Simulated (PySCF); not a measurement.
dimethyl selenide (C₂H₆Se), SMILES [Se](C)C. The structure is a stationary point at PBE0-D3(BJ)/def2-SVP.

Computed equilibrium geometry at PBE0-D3(BJ)/def2-SVP (PySCF confirms it by a frequency run) as a Z-matrix, and its point group:
point group C2v.
```
Se
C 1 1.9402
H 2 1.0985 1 107.18
H 2 1.0991 3 108.96 1 119.95
H 2 1.0991 3 108.96 4 120.09
C 1 1.9402 2 96.94 3 180.00
H 6 1.0985 1 107.18 2 180.00
H 6 1.0991 7 108.96 1 119.95
H 6 1.0991 7 108.96 8 120.09
```
Charge 0, spin multiplicity 1.
